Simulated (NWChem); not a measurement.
# SnNH$_{4}$F; SMILES [NH2][SnH2][F]

```xyz
7

Sn     0.2876    -0.0506     0.0169
N     -0.8291     1.6268    -0.1143
F     -0.8198    -1.6105    -0.3748
H      0.7940    -0.2619     1.6320
H      1.4741    -0.0308    -1.2089
H     -1.5925     1.6805     0.5565
H     -1.2073     1.8115    -1.0408
```
Atoms are numbered in this order, from 1.

Computed with NWChem. The geometry was optimised at PBE0/def2-SVP. def2 effective core potentials on Sn; no spin-orbit coupling. Static field.

```tsv
level	isotropic polarisability (bohr³)	anisotropy (bohr³)
PBE/def2-SVPD	50.5	7.2
B3LYP/def2-SVPD	48.5	7.0
BHandHLYP/def2-SVPD	45.8	6.6
LDA (Slater exchange, VWN5)/def2-SVPD	51.3	7.4
```
